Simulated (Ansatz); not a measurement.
The cluster Cs2Cl2⁺. The state is a doublet with charge 1. Geometry PBE-D4/def2-TZVP, that of the neutral singlet; atoms count from 1.

Cartesian coordinates in Å:
```
Cs -1.443 -1.672 0.658
Cs 1.443 1.672 -0.658
Cl 0.226 0.618 2.067
Cl -0.226 -0.617 -2.067
```

In the def2 sets Cs takes a core potential; there is no spin–orbit coupling. The structure comes from a short search, and lower isomers may exist.

(1) Estimate the Mulliken populations from the PBE0/def2-TZVP orbitals of Ansatz.

(2) Where does the spin sit?

Results:

(1) 
| atom | charge (e) | spin (α − β) |
| --- | --- | --- |
| Cs1 | 0.87 | -0.01 |
| Cs2 | 0.87 | -0.01 |
| Cl3 | -0.37 | 0.51 |
| Cl4 | -0.37 | 0.51 |
Mulliken values and Mayer orders depend strongly on the basis.

(2) Summed by element: Cs -0.02, Cl 1.02, of 1 unpaired in all. Largest on single atoms: Cl3 0.51, Cl4 0.51, Cs1 -0.01.
